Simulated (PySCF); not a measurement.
# Cl⁺ (chlorine, charge +1): r2SCAN calculation

Configuration: [Ne] 3s1 3p5, high-spin 3P determinant (an excited configuration). Computed with PySCF 2.14 in x2c-TZVPPall (5s5p3d1f, 42 functions), with scalar relativity by spin-free X2C-1e.

```
Total energy                                                  : -460.5896 hartree
One-electron energy                                           : -628.2276 hartree
Hartree (Coulomb) energy                                      : 195.5700 hartree
Exchange-correlation energy                                   : -27.9320 hartree
⟨S²⟩                                                          : 2.0058
⟨L²⟩                                                          : 2.018
Sum of ⟨r⟩                                                    : 13.46 bohr
Sum of ⟨r²⟩                                                   : 21.21 bohr²
Traceless quadrupole moment −½Σ⟨3z² − r²⟩ along its main axis : 1.32 e·bohr²
Langevin diamagnetic susceptibility                           : -16.8 ×10⁻⁶ cm³/mol
```

| shell | electrons | mean orbital energy (hartree) | spread (hartree) | rms radius, mean of both spins (bohr) |
| --- | --- | --- | --- | --- |
| 1s α | 1 | -102.12489 | 0 | 0.105 |
| 1s β | 1 | -102.10375 | 0 | 0.105 |
| 2s α | 1 | -9.99832 | 0 | 0.482 |
| 2s β | 1 | -9.98369 | 0 | 0.482 |
| 2p α | 3 | -7.68023 | 0.02464 | 0.453 |
| 2p β | 3 | -7.65708 | 0.00578 | 0.453 |
| 3s α | 1 | -1.29383 | 0 | 1.59 |
| 3p α | 3 | -0.79347 | 0.06766 | 1.84 |
| 3p β | 2 | -0.69558 | 0 | 1.84 |

Densities and radii are taken from the X2C orbitals without a picture-change correction, which distorts them close to the nucleus.
